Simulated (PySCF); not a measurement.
```xyz
3
charge 0 multiplicity 1, angstrom
W     0.8753    0.8756    0.0000
W    -0.4377   -0.4378    1.1972
W    -0.4377   -0.4378   -1.1972
```

Computed with PySCF, PBE0, basis W def2-TZVP with ECP60 (scalar-relativistic core potentials, no spin–orbit coupling, density fitting).

This geometry of W₃ is a stationary point at this level.

(1) What is the point group?

(2) Is it a minimum?

(3) What are the dipole moment and the gap between the highest occupied and lowest empty levels?

(4) Give the ideal-gas entropy at 298.15 K and 1 bar by parts.

(5) What is the atomisation energy, with and without zero-point energy?

Results:

(1) C2v.

(2) Yes: all harmonic wavenumbers are real.

(3) 0.04 D and 1.48 eV.

(4) translation 187.6, rotation 122.5, vibration 25.3, spin 0.0; total 335.3 J/(mol K).

(5) 787 kJ/mol without, 783 kJ/mol with.

Stability towards spin polarisation was not tested. This need not be the most stable arrangement of these atoms. The small gap makes a closed-shell description doubtful. No spin–orbit coupling is included, which matters more the heavier the element.
